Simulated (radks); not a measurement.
Initial-state core-level shifts of the lead ion Pb+ when its valence configuration changes from [Hg] 6p1. Method: Dirac Kohn-Sham, PBE, spin-unpolarised, spherical densities, finite nucleus; open shells fill j = l - 1/2 first; Fermi nuclear charge, rms radius 5.5012 fm; computed with a radial shooting solver on a logarithmic mesh with Libxc functionals. Shifts are changes of the shell-averaged eigenvalues in eV (positive: less bound); the change of the density at the nucleus, which sets a Mossbauer isomer shift, is in e/bohr^3, on a base of 2.736e+06.

valence                          1s       2p       4p       5s  density at nucleus
[Xe] 4f13 5d10 6s2 6p2      -19.656  -21.084  -19.845   -9.980              +322.0
[Xe] 4f13 5d9 6s2 6p3       -26.159  -27.815  -26.373  -16.043              +415.2
[Xe] 4f14 5d9 6s2 6p2        -5.495   -5.728   -5.593   -5.238               +93.6
[Xe] 4f14 5d9 6s1 6p3        -7.536   -7.709   -7.586   -7.214              -190.6
[Xe] 4f14 5d10 6s1 6p2       -1.352   -1.329   -1.350   -1.342              -248.5
[Xe] 4f14 5d10 6p3           -3.402   -3.316   -3.353   -3.340              -524.2
[Xe] 4f13 5d10 6s1 6p3      -21.718  -23.084  -21.859  -11.979               +31.2
[Xe] 4f14 5d10 6s1.5 6p1.5   -0.684   -0.672   -0.682   -0.679              -122.6
[Xe] 4f14 5d9.5 6s1.5 6p2    -3.402   -3.504   -3.451   -3.278               -82.6
